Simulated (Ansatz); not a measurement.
Computed with Ansatz on PBE0-D4/def2-TZVP structures; ΔE is electronic, products minus reactants. CCSD(T)/CBS adds triple-zeta CCSD(T) − MP2 to the extrapolated MP2 energy (def2 sets, frozen cores). Functionals use def2-TZVPP. B3LYP here is the variant with VWN-RPA as its local correlation; programs differ in this. One conformer a species, not always the lowest.

Consider the isomerisation: `C=NB(C)[SiH3]` → `C=NBC[SiH3]`.

`C=NB(C)[SiH3]`:

```xyz
13

C     2.384   -0.528    0.211
N     1.176   -0.231    0.217
B    -0.139    0.081    0.188
C    -0.911    0.577    1.472
Si   -1.055   -0.132   -1.607
H     3.153    0.219   -0.004
H     2.721   -1.547    0.419
H    -1.345    1.566    1.295
H    -0.277    0.633    2.360
H    -1.752   -0.088    1.690
H    -1.653    1.162   -2.051
H    -2.175   -1.115   -1.514
H    -0.127   -0.597   -2.676
```

`C=NBC[SiH3]`:

```xyz
13

C    -1.152    2.459   -0.116
N    -0.436    1.550    0.328
B     0.341    0.546    0.816
C     1.079   -0.467   -0.130
Si    0.075   -2.040   -0.316
H    -0.753    3.460   -0.315
H    -2.215    2.302   -0.328
H     0.401    0.449    2.011
H     2.046   -0.753    0.294
H     1.247   -0.061   -1.132
H    -1.227   -1.750   -0.977
H     0.800   -3.043   -1.144
H    -0.206   -2.651    1.011
```

Q: Is it downhill or uphill in electronic energy at CCSD(T)/CBS, and by how much? (Best estimate.)

A: Computed: Downhill: ΔE = -13.5 kJ/mol.

Q: What do these levels give: r2SCAN-D4, PBE0-D4, B3LYP-D4, ωB97X-V, B2PLYP, r2SCAN, MP2/def2-TZVPP, SCS-MP2/def2-TZVPP, MP2/def2-QZVPP, SCS-MP2/def2-QZVPP, MP2/CBS(def2), CCSD/CBS(def2)? (An estimate is asked.)

A: Ansatz gave: r2SCAN-D4 -8.0, PBE0-D4 -6.5, B3LYP-D4 -9.3, ωB97X-V -13.6, B2PLYP -12.8, r2SCAN -8.1, MP2/def2-TZVPP -17.7, SCS-MP2/def2-TZVPP -18.3, MP2/def2-QZVPP -18.1, SCS-MP2/def2-QZVPP -18.8, MP2/CBS(def2) -18.1, CCSD/CBS(def2) -15.3 kJ/mol.

Largest T1 diagnostic among the species: 0.015.

From PBE to PBE0 (25 % exact exchange), in def2-TZVPP and without D4, ΔE moves by −5.4 kJ/mol. In def2-TZVPP, CCSD(T) changes the Hartree–Fock value by +10.1 kJ/mol (the triples alone add +1.8 kJ/mol) and MP2 by +5.4 kJ/mol.
